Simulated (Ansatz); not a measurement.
C3H8BNSi (`BC(=C)N1C[SiH2]1`), relaxed with RKS PBE0-D4/def2-TZVP in Ansatz from a PBE-D4/def2-SVP geometry. The force threshold is 0.005 eV/Å; the program also tests the step.

Charge 0, multiplicity 1.

Start:

```xyz
14

B     0.086   -1.458   -1.499
C     0.204   -0.890   -0.061
C     0.465   -1.776    0.958
N     0.060    0.467    0.176
C    -0.368    1.574   -0.680
Si   -0.214    1.851    1.176
H     0.233   -2.653   -1.670
H    -0.152   -0.737   -2.451
H     0.591   -2.843    0.734
H     0.558   -1.455    2.011
H    -1.378    1.495   -1.139
H     0.386    1.983   -1.385
H     0.967    2.540    1.791
H    -1.439    1.903    2.039
```

**Question.** How much energy does the relaxation release, and in how many steps? (Best estimate.)

**Answer.** Ansatz gave: 0.09 eV, in 16 steps.

**Question.** Which bonds change most? (An estimate is asked.)

**Answer.** Computed: C5–Si6 from 1.883 to 1.845 Å; N4–Si6 from 1.729 to 1.698 Å; C2–C3 from 1.375 to 1.352 Å; C5–H12 from 1.111 to 1.089 Å.

**Question.** Give the relaxed structure. (Best estimate.)

**Answer.** Computed: 
```xyz
14

B     0.054   -1.435   -1.477
C     0.240   -0.861   -0.059
C     0.457   -1.739    0.945
N     0.234    0.502    0.164
C    -0.329    1.566   -0.676
Si   -0.206    1.814    1.148
H     0.069   -2.622   -1.616
H    -0.102   -0.726   -2.427
H     0.485   -2.798    0.735
H     0.618   -1.422    1.973
H    -1.312    1.369   -1.109
H     0.359    2.032   -1.380
H     0.866    2.595    1.803
H    -1.432    1.724    1.976
```
